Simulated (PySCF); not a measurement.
B(Vi)(OEt)2, SMILES O(CC)B(OCC)C=C, GFN2-xTB optimised geometry.

```
22

B     -0.61    -0.62     0.00
C     -1.55    -1.89     0.06
C     -1.47    -2.98    -0.69
H     -2.36    -1.83     0.77
H     -2.17    -3.80    -0.61
H     -0.71    -3.11    -1.45
O     -1.25     0.57     0.00
C     -0.58     1.82    -0.03
C     -1.35     2.83     0.81
H      0.44     1.70     0.35
H     -0.53     2.15    -1.07
H     -1.40     2.50     1.85
H     -0.86     3.80     0.76
H     -2.37     2.92     0.44
O      0.75    -0.62     0.00
C      1.58    -1.76     0.02
C      2.21    -2.00    -1.35
H      2.37    -1.57     0.76
H      1.01    -2.64     0.34
H      2.78    -1.13    -1.65
H      2.87    -2.86    -1.31
H      1.43    -2.17    -2.09
```

Density from PySCF 2.14.0 with PBE0/def2-SVP at that geometry.

Minimum of the electron density along straight lines between bonded atoms, close to the bond critical point (lines longer than 1.1 times the sum of covalent radii, or with two minima, are not listed):

```tsv
bond	length / Å	ρ at the minimum / e bohr⁻³	∇²ρ there / e bohr⁻⁵	position (fraction from the first atom)
B1–C2	1.583	(withheld)	-0.16	0.32
C2–C3	1.325	0.342	(withheld)	0.49
C2–H4	1.084	0.278	-1.03	0.63
C3–H5	1.080	0.282	-1.08	0.63
C3–H6	1.078	0.283	-1.08	0.63
B1–O7	1.352	0.205	1.15	0.33
O7–C8	1.414	0.250	-0.35	0.66
C8–C9	1.523	0.249	-0.59	0.51
C8–H10	1.095	0.283	-1.08	0.64
C8–H11	1.097	0.280	-1.05	0.63
C9–H12	1.087	0.277	-1.02	0.63
C9–H13	1.087	0.276	-1.01	0.62
C9–H14	1.087	0.277	-1.02	0.63
B1–O15	1.360	0.199	1.12	0.33
O15–C16	1.407	0.253	(withheld)	0.66
C16–C17	1.526	0.248	-0.58	0.51
C16–H18	1.097	0.281	-1.06	0.63
C16–H19	1.096	0.282	-1.07	0.64
C17–H20	1.087	0.277	-1.02	0.63
C17–H21	1.087	0.276	-1.01	0.62
C17–H22	1.087	0.276	-1.01	0.62
```

**Question.** Complete the blanks.

**Answer.** 
- B1–C2, ρ at the minimum / e bohr⁻³: 0.179
- C2–C3, ∇²ρ there / e bohr⁻⁵: -0.92
- O15–C16, ∇²ρ there / e bohr⁻⁵: -0.29
